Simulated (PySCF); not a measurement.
# Reading the logs of faulty runs: Ge2H10Si2

Calculated results; nothing here was measured. They come from PySCF 2.14.0, an open-source quantum chemistry program, on an isolated molecule that a program drew, which may never have been made. The molecule is Ge2H10Si2 (charge 0, singlet), drawn as the SMILES string `[SiH3][GeH2][SiH2][GeH3]`.

Each row is a Hartree-Fock (HF) and frozen-core CCSD(T) single point in the cc-pV(D+d)Z basis, meant for a local HF minimum. Run 1 is clean. Each other run has one planted mistake out of seven kinds, and not every kind appears here: one electron removed, one electron added, multiplicity raised by two, geometry at a saddle point, minimal basis STO-3G, one bond length entered in bohr, all coordinates scaled. The reference is restricted for singlets and unrestricted otherwise, and also for a bond in bohr. Adding or removing an electron swaps singlet and doublet. Electrons count all cores. HOMO and LUMO are orbital energies over both spins, the gradient is its largest component, and the lowest frequency (negative if imaginary) is given only where the gradient is small. Bond lengths are over the 13 bonds as drawn. T1 is the CCSD diagnostic: over 0.02 (restricted) or 0.045 (unrestricted) a single reference is doubtful. Germanium has the cc-pVDZ-PP basis, with a core potential (ECP10MDF) in place of its 10 inner electrons, and its 3s, 3p and 3d shells are frozen in CCSD(T).

Geometry of the clean run:
```xyz
14
Ge2H10Si2, angstrom
Si    3.1559    1.3966   -2.2813
Ge    1.6941    0.0861   -0.8870
Si    1.0298   -1.9849   -1.9275
Ge   -0.4335   -3.2844   -0.5241
H     4.3850    0.6257   -2.5831
H     2.4727    1.7251   -3.5547
H     3.5328    2.6562   -1.5978
H     0.4367    0.9052   -0.5550
H     2.4012   -0.2257    0.4415
H     2.2433   -2.7819   -2.2374
H     0.3391   -1.6842   -3.2067
H     0.2637   -3.6281    0.7976
H    -1.7081   -2.4930   -0.2072
H    -0.8327   -4.5923   -1.2182
```

| run | electrons | basis functions | <S^2> | HOMO (eV) | LUMO (eV) | gradient (hartree/bohr) | lowest frequency (cm^-1) | mean bond (Å) | longest bond (Å) | T1 | HF (hartree) | CCSD(T) (hartree) | mistake |
|---|---|---|---|---|---|---|---|---|---|---|---|---|---|
| 1 | 102 | 142 | 0.000 | -9.81 | 2.69 | 9.2e-06 | 24 | 1.7166 | 2.411 | 0.0125 | -1170.44707 | -1170.95395 | no fault |
| 2 | 101 | 142 | 0.796 | -15.46 | -7.72 | 4.3e-02 | - | 1.7166 | 2.411 | 0.0214 | -1170.12464 | -1170.61486 | one electron removed |
| 3 | 103 | 142 | 0.773 | 1.45 | 7.29 | 2.2e-02 | - | 1.7166 | 2.411 | 0.0159 | -1170.36969 | -1170.90131 | one electron added |
| 4 | 102 | 142 | 0.976 | -8.82 | 0.75 | 5.2e-03 | - | 1.8814 | 4.551 | 0.0143 | -1170.36431 | -1170.84794 | ? |
| 5 | 102 | 142 | 2.024 | -3.74 | -2.52 | 4.6e-02 | - | 1.7166 | 2.411 | 0.0323 | -1170.23220 | -1170.74487 | ? |

**Which mistake was planted in run 4, and what did it cost?**

The mean bond changes by a factor of 1.096 and the longest by 1.888, so the molecule wasn't scaled as a whole. A length L in bohr read as angstrom grows by (1/0.5292 - 1) L = 0.890 L. The 13 bonds together grew by 13 x 0.1648 = 2.142 Å, which gives L = 2.408 Å. That is the length of one of the Ge-Si bonds, 2.408 Å in the clean geometry. So the mistake is: one bond length entered in bohr. Subtracting run 1 and multiplying by 627.51 kcal/mol a hartree, the energy moved by 51.9 kcal/mol in HF and 66.5 kcal/mol in CCSD(T).

**Which mistake was planted in run 5, and what did it cost?**

Electrons, basis and geometry are unchanged, and <S^2> is 2.024, beside S(S+1) = 2.00 for a multiplicity of 3. So the mistake is: multiplicity raised by two. Subtracting run 1 and multiplying by 627.51 kcal/mol a hartree, the energy moved by 134.8 kcal/mol in HF and 131.2 kcal/mol in CCSD(T).

Cautions from the logs. Run 3: the HOMO is above zero, so the electron isn't bound and the energy depends on the basis.
